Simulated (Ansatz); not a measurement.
Geometry optimisation, RKS LDA/def2-SVP in Ansatz.

Input file:

```yaml
crystal:
  periodic: [false, false, false]
  atoms:
    - { symbol: B, position_ang: [0.0, 0.0, 0.0] }
    - { symbol: O, position_ang: [0.0, 0.0, 1.76] }
    - { symbol: H, position_ang: [-0.9095, -0.2814, 2.0971] }
    - { symbol: O, position_ang: [1.2211, 0.0, -0.705] }
    - { symbol: H, position_ang: [1.5209, -0.9519, -0.8599] }
    - { symbol: "N", position_ang: [-1.3423, 0.0, -0.775] }
    - { symbol: H, position_ang: [-2.0112, -0.8164, -0.6764] }
    - { symbol: H, position_ang: [-1.5914, 0.8164, -1.4036] }
    - { symbol: Br, position_ang: [0.1049, 2.2181, 0.7379] }
    - { symbol: H, position_ang: [0.0529, 1.119, 1.7348] }
basis:
  gaussian: { orbitals: def2-SVP }
hamiltonian:
  xc: lda
relax:
  f_tol: 0.15
  max_steps: 25
  restrain:
    - { distance: [0, 8], at: 2.04, k: 30.0 }
    - { distance: [9, 1], at: 1.01, k: 30.0 }
    - { distance: [0, 1], at: 2.61, k: 30.0 }
    - { distance: [9, 8], at: 2.75, k: 30.0 }
```

Command:

```bash
$ ansatz run input.yaml --threads 4 --pin off --max-ram 5120MiB --backend cpu --events-out ev --progress --plain --runs-dir out
```

Q: Where does it end, and by what steps?

A: The forces met the threshold. The restraints hold the end off the free minimum; the threshold counts their pulls, which the force column leaves out. Restrained pairs: B1–Br9 (2.34 → 2.01 Å), O2–H10 (1.12 → 0.99 Å), B1–O2 (1.76 → 2.61 Å), Br9–H10 (1.48 → 2.75 Å). After 13 steps the energy has fallen by 2.608 eV (the restraints' own energy left out); H8 moved furthest, 0.92 Å.

```
step  energy less start (eV)  largest force component (eV/Å)  accepted
   0                  0.0000                           4.562       yes
   1                 -1.0779                           2.795       yes
   2                 -1.4531                           2.252       yes
   3                 -1.7316                           0.973       yes
   4                 -1.7687                           5.363       yes
   5                 -2.1701                           2.206       yes
   6                 -2.3673                           1.827       yes
   7                 -2.4608                           1.395       yes
   8                 -2.5562                           0.838       yes
   9                 -2.5837                           0.872       yes
  10                 -2.5949                           0.897       yes
  11                 -2.6020                           0.969       yes
  12                 -2.6072                           0.914        no
  13                 -2.6080                           0.922       yes
```

```xyz
10
Properties=species:S:1:pos:R:3
B 0.094 0.523 -0.411
O -0.177 -0.188 2.087
H -0.913 -0.155 1.434
O 1.259 -0.103 -0.627
H 1.195 -1.071 -0.725
N -1.223 0.040 -0.567
H -1.441 -0.891 -0.934
H -2.005 0.698 -0.585
Br 0.216 2.476 0.044
H 0.041 0.774 2.195
```

Run time: 22 s on 4 threads of Intel(R) Xeon(R) Platinum 8175M CPU @ 2.50GHz (Skylake/Cascade Lake) (shared host), peak memory 0.18 GiB.
